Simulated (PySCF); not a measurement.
PySCF calculation with structure optimised with GFN2-xTB and σ from GIAO-PBE0/pcSseg-1; rapidly exchanging positions averaged, relativity neglected, one computed conformer, no solvent model.

Chemical shifts δ = σref − σ; 1H (σ = 31.72 ppm) and 13C (σ = 186.93 ppm) vs TMS, all at this level. Acid and N–H amide carbonyl carbons lie up to 10 ppm further downfield in solution (hydrogen bonding). Shifts are as computed. Against solution values, carbons near 30 ppm lie about +3 ppm off and those near 130 ppm about +5 ppm. Of 1211 compounds with measured shifts, 218 miss one by over three times the rms of a fit or turn the order of signals round; such compounds aren't used in these exercises. OH and NH positions are gas-phase values without hydrogen bonding to other molecules.

Question: Order these molecules by the shift of their most shielded carbon-bound hydrogen, lowest δ first.
A. C=CC(=C)NC=O
B. C[SiH2][C@@H](C)/C(C#N)=C\F
C. CCCC#N
D. O=CC(=O)[SiH2][SiH2]P

Answer: B (0.15 ppm, hydrogen on a methyl carbon bonded to Si), C (1.24 ppm, hydrogen on a methyl carbon), A (5.10 ppm, hydrogen on a terminal =CH2 carbon), D (9.57 ppm, hydrogen on an aldehyde carbonyl carbon).

Question: Order these molecules by the shift of their most shielded carbon, lowest δ first.
A. CCCC#N
B. O=CC(=O)[SiH2][SiH2]P
C. C=CC(=C)NC=O
D. C[SiH2][C@@H](C)/C(C#N)=C\F

Answer: D (-8.2 ppm, methyl carbon bonded to Si), A (15.4 ppm, methyl carbon), C (111.4 ppm, terminal =CH2 carbon), B (201.8 ppm, aldehyde carbonyl carbon).

Question: How many 13C and 1H signals does each give (equivalence by symmetry and fast rotation, but not about amide C–N or C=N bonds)? `CCCC#N`, `O=CC(=O)[SiH2][SiH2]P`, `C=CC(=C)NC=O`, `C[SiH2][C@@H](C)/C(C#N)=C\F`

Answer: CCCC#N: 4 C, 3 H; O=CC(=O)[SiH2][SiH2]P: 2 C, 4 H; C=CC(=C)NC=O: 5 C, 7 H; C[SiH2][C@@H](C)/C(C#N)=C\F: 6 C, 6 H.
